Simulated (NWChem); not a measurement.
# C2H6FNSi; SMILES N1C[SiH](C1)F

```xyz
11

F      0.3494    -2.0258     0.0000
Si    -0.4247    -0.6033     0.0000
C      0.1662     0.7587     1.1740
N     -0.0333     1.6566     0.0000
C      0.1662     0.7587    -1.1740
H     -1.8778    -0.9119     0.0000
H     -0.4261     1.0557     2.0454
H      1.2183     0.6355     1.4833
H      0.5637     2.4821     0.0000
H      1.2183     0.6355    -1.4833
H     -0.4261     1.0557    -2.0454
```
Atoms are numbered in this order, from 1.

The geometry was optimised at B3LYP/6-31G* (spherical d). B3LYP is NWChem's, with the RPA form of VWN correlation.

Problem. Give the principal values of the shielding tensors (ppm) of F1, Si2, C3, N4 from B3LYP/6-31G* (spherical d), GIAO (NWChem), with their diamagnetic and paramagnetic parts as GIAO splits them.

Solution. 
```csv
atom,σ11,σ22,σ33,isotropic,diamagnetic,paramagnetic
F1,288.5,358.4,363.2,336.7,471.2,-134.5
Si2,373.8,382.5,423.8,393.4,880.3,-486.9
C3,106.9,139.9,183.7,143.5,248.8,-105.3
N4,200.2,241.5,267.0,236.2,317.5,-81.3
```
